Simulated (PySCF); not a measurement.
Compound: C5H4NOP.
SMILES with atom numbers: `[O:1]=[CH:2][c:3]1[cH:4][cH:5][p:6][cH:7][n:8]1`

NICS is the negative of the GIAO shielding at a point without a nucleus: at the ring centre (0) and 1 Å above and below it (1); zz is the component along the ring normal. Level: GIAO PBE0/pcSseg-1 (PySCF, non-relativistic, gas phase) on the GFN2-xTB geometry, one conformer.

Ring bond lengths (Å), with Mayer bond orders in brackets: C3–C4 1.398 (1.28), C4–C5 1.376 (1.47), C5–P6 1.741 (1.30), P6–C7 1.757 (1.28), C7–N8 1.302 (1.52), N8–C3 1.331 (1.42).

Problem. What do the NICS probes read (ppm)?

Solution. 
```csv
ring,type,NICS(0),"NICS(1), two faces","NICS(1)zz, two faces",rms pucker (Å),"centre to ring atoms, mean (Å)"
C3–C4–C5–P6–C7–N8,6-membered ring with N and P; formal bonds all aromatic,-6.0,-10.7 / -10.7,-25.8 / -25.8,0.00,1.47
```

Problem. What do they say, and how far can they be read as aromaticity?

Solution. 
- C3–C4–C5–P6–C7–N8: mean NICS(1)zz -25.8 ppm, shielded.

Problem. How equal are the bonds by HOMA? HOMA = 1 − mean of α(R − Ropt)² over the ring bonds, with Krygowski's 1993 parameters (CC: Ropt 1.388 Å, α 257.7 Å⁻²; CN: Ropt 1.334 Å, α 93.52 Å⁻²; CP: Ropt 1.698 Å, α 118.91 Å⁻²).

Solution. 
- C3–C4–C5–P6–C7–N8: HOMA 0.87; the largest term is that of P6–C7, α(R − Ropt)² = 0.41.

Problem. List the ring angles and the Hirshfeld charges of the ring atoms.

Solution. 
- C3–C4–C5–P6–C7–N8: C3 124.7° (+0.047 e), C4 122.6° (-0.030 e), C5 124.0° (-0.084 e), P6 98.1° (+0.126 e), C7 128.5° (-0.034 e), N8 122.1° (-0.135 e); sum 720.0° against 720° for a flat convex ring.

Cost: about 60 s of CPU time on one thread; the machine was shared, so the figure is rough. This is the whole shielding run at PBE0/pcSseg-1, SCF included.

Shape of the structure used: `[O:1]=[CH:2][c:3]1[cH:4][cH:5][p:6][cH:7][n:8]1`: O1–C2–C3–C4 0°.
